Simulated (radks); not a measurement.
The potassium ion K8+, configuration [Ne] 3s1.

Method: scalar-relativistic Kohn-Sham, LB94 model potential, spin-polarised, spherical densities, finite nucleus; open shells are filled with parallel spins first; Fermi nuclear charge, rms radius 3.4349 fm; computed with a radial shooting solver on a logarithmic mesh with Libxc functionals.

Energy parts (hartree):
| part | energy |
|---|---|
| kinetic | 586.03441 |
| electron-nucleus | -1312.05147 |
| Hartree | 174.84045 |
(The LB94 potential has no energy functional, so no total or exchange-correlation energy is given.)

Orbitals (lengths in bohr, moments of r in powers of bohr; r(max) is where P^2 peaks):
orbital,occ.,eigenvalue (hartree),r(max),<r^4>,<1/r>
1s up,1,-138.0595,0.05301,0.0001968,18.76
1s down,1,-138.0335,0.05302,0.0001969,18.76
2s down,1,-19.76929,0.3173,0.05372,3.814
2s up,1,-19.76299,0.3170,0.05260,3.827
2p down,3,-17.13890,0.2599,0.04461,3.751
2p up,3,-17.13318,0.2598,0.04348,3.762
3s down,0,-6.71413,0.9544,2.199,1.386
3s up,1,-6.54936,0.9618,2.322,1.362

The highest occupied level is 3s up at -178.22 eV. The configuration is held as typed, so some empty levels lie below it. Summed over all electrons, <r^2> = 2.495 bohr^2, which gives a Langevin (diamagnetic) susceptibility term of -1.98 x 10^-6 cm^3/mol. The spin density at the nucleus is 39.18 e/bohr^3 (1s 0.64, 2s 1.18, 3s 37.36). The electron density at the nucleus is 5210 e/bohr^3 (large components only). The density falls to 0.001 e/bohr^3 at r = 2.04 bohr.
